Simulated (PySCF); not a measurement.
BBr2, SMILES Br[B]Br (connectivity only; charge and spin as stated), charge +1, multiplicity 1. Geometry optimised at B3LYP-D3(BJ)/def2-TZVP. The spin state was assumed, not searched. The isomer is the one that the SMILES or the coordinates give; other isomers of the formula were not compared.

TDA-PBE/def2-SVPD in PySCF puts the lowest singlet excitations at 5.25, 5.44, 5.44, 6.45, 6.59, 6.59 eV.

What are the lowest excitation roots from ADC(2)/aug-cc-pVDZ run with PySCF? (The exact figures need the calculation; the answer reports its results.)

5.85, 5.85, 5.88, 6.86, 7.34, 7.44 eV. S1 differs by 0.60 eV (second minus first; roots are paired by order, and the bases may differ).
